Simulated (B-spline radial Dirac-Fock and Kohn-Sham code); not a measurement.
Photoemission from Sm at 7020 eV, detector at θ = 60°, φ = 180°

System: neutral samarium, 1s2 2s2 2p6 3s2 3p6 3d10 4s2 4p6 4d10 4f6 5s2 5p6 6s2. Calculated with a radial atomic solver, using Dirac-Hartree-Slater photoionisation with a Latter tail; cross sections with all multipoles, angular parameters from the dipole term and its interference with E2. Thresholds are tabulated edges, those marked * orbital energies of the model. For linearly polarised light dσ/dΩ = σ/(4π) [1 + β P₂(cos θ) + (δ + γ cos²θ) sin θ cos φ], with θ from the polarisation vector and φ the angle between the beam and the projection of the electron momentum on the plane normal to the polarisation. The dipole factor is 1 + βP₂ and the non-dipole term is the rest of the bracket. Open shells are filled statistically over j.

Input file task.json (cfg lists n, l and occupation; rrms is the nuclear radius in fm):

```json
{"items": [{
  "Z": 62,
  "q": 0,
  "cfg": [[1, 0, 2], [2, 0, 2], [2, 1, 6], [3, 0, 2], [3, 1, 6], [3, 2, 10], [4, 0, 2], [4, 1, 6], [4, 2, 10], [4, 3, 6], [5, 0, 2], [5, 1, 6], [6, 0, 2]],
  "A": 152,
  "rrms": 5.0819,
  "do": "xps",
  "hv": [98.4, 100, 101.0, 107.0, 114.0, 117.0, 144.0, 162.0, 177.0, 182.0, 186.0, 256.0, 300, 370.0, 400, 600, 646.0, 1980.0, 2640.0, 3260.0, 4000, 4500.0, 4940.0, 6000, 6650.0, 7020.0, 8047.8, 9930.0, 13500.0, 15000],
  "edges": {"K": 46834.0, "L1": 7737.0, "L2": 7312.0, "L3": 6716.0, "M1": 1723.0, "M2": 1541.0, "M3": 1419.8, "M4": 1110.9, "M5": 1083.4, "N1": 347.2, "N2": 265.6, "N3": 247.4, "N4": 129.0, "N5": 129.0}
}]}
```

Run with: `python xray2_run.py task.json out`

```csv
subshell,threshold (eV),σ (kb),β,γ,δ,dipole factor,non-dipole term,dσ/dΩ (kb/sr)
2p3/2,6716.0,62.6,1.12,-0.57,-0.020,0.861,+0.140,4.98
3s,1723.0,4.82,1.98,-0.13,-0.001,0.753,+0.029,0.300
3p1/2,1541.0,5.27,1.54,0.53,0.015,0.807,-0.127,0.285
3p3/2,1419.8,9.26,1.62,0.60,0.023,0.797,-0.151,0.476
3d3/2,1110.9,3.58,1.11,1.25,0.167,0.862,-0.415,0.127
3d5/2,1083.4,4.88,1.03,1.23,0.182,0.871,-0.423,0.174
4s,347.2,1.18,1.98,-0.09,-0.001,0.753,+0.020,0.0726
4p1/2,265.6,1.13,1.54,0.65,0.014,0.808,-0.152,0.0589
4p3/2,247.4,1.96,1.62,0.72,0.021,0.797,-0.174,0.0973
4d3/2,129.0,0.664,1.08,1.28,0.158,0.865,-0.414,0.0238
4d5/2,129.0,0.901,1.00,1.25,0.174,0.875,-0.422,0.0325
4f5/2,8.63*,0.0107,0.63,1.28,0.407,0.921,-0.630,0.000247
4f7/2,8.01*,0.0133,0.62,1.26,0.416,0.923,-0.633,0.000306
5s,47.12*,0.203,1.98,-0.08,-0.001,0.753,+0.017,0.0124
5p1/2,29.17*,0.158,1.54,0.67,0.013,0.808,-0.157,0.00818
5p3/2,25.37*,0.264,1.62,0.74,0.020,0.797,-0.178,0.0130
6s,4.89*,0.0161,1.98,-0.08,-0.001,0.753,+0.017,0.000984
```
